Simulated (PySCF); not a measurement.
Zn(NH2)(SeH) (H₃NSeZn), SMILES [NH2][Zn][SeH].

Coordinates come from a B3LYP-D3(BJ)/def2-SVP optimisation. The structure was generated by enumeration; whether it is a known compound was not checked. The values are those of a single conformer.

Method: TDA-M06-2X/def2-SVPD (PySCF).

Vertical excitations.  State labels are in the subgroup Cs.

Computed excitation energies, oscillator strengths and character:
| state | symmetry | energy (eV) | λ (nm) | f | main pairs |
|---|---|---|---|---|---|
| S1 | A" | 4.96 | 250 | 0.050 | HOMO→LUMO 93 % |
| S2 | A' | 5.24 | 236 | 0.076 | HOMO−1→LUMO 85 % |
| S3 | A" | 5.32 | 233 | 0.007 | HOMO→LUMO+1 80 %, HOMO→LUMO+4 14 % |
| S4 | A" | 5.81 | 213 | 0.001 | HOMO−1→LUMO+2 97 % |
| S5 | A' | 5.91 | 210 | 0.026 | HOMO→LUMO+2 82 %, HOMO−2→LUMO 13 % |
| S6 | A" | 6.03 | 206 | 0.000 | HOMO→LUMO+4 56 %, HOMO→LUMO+1 17 %, HOMO→LUMO+3 17 % |
| S7 | A' | 6.27 | 198 | 0.027 | HOMO−1→LUMO+1 82 % |
| S8 | A" | 6.89 | 180 | 0.009 | HOMO→LUMO+3 74 %, HOMO→LUMO+4 16 % |
| S9 | A' | 6.89 | 180 | 0.347 | HOMO−2→LUMO 34 %, HOMO−2→LUMO+1 21 %, HOMO−2→LUMO+4 9 %, HOMO−1→LUMO+4 7 % |
| S10 | A' | 7.12 | 174 | 0.026 | HOMO−1→LUMO+3 55 %, HOMO−1→LUMO+7 32 % |
| T1 | A' | 4.66 | 266 | 0 | HOMO−1→LUMO 88 % |
| T2 | A" | 4.70 | 264 | 0 | HOMO→LUMO 89 % |
| T3 | A" | 5.03 | 246 | 0 | HOMO→LUMO+1 63 %, HOMO→LUMO+4 26 % |
| T4 | A' | 5.38 | 230 | 0 | HOMO→LUMO+2 90 % |
Triplets are in the Tamm–Dancoff approximation.
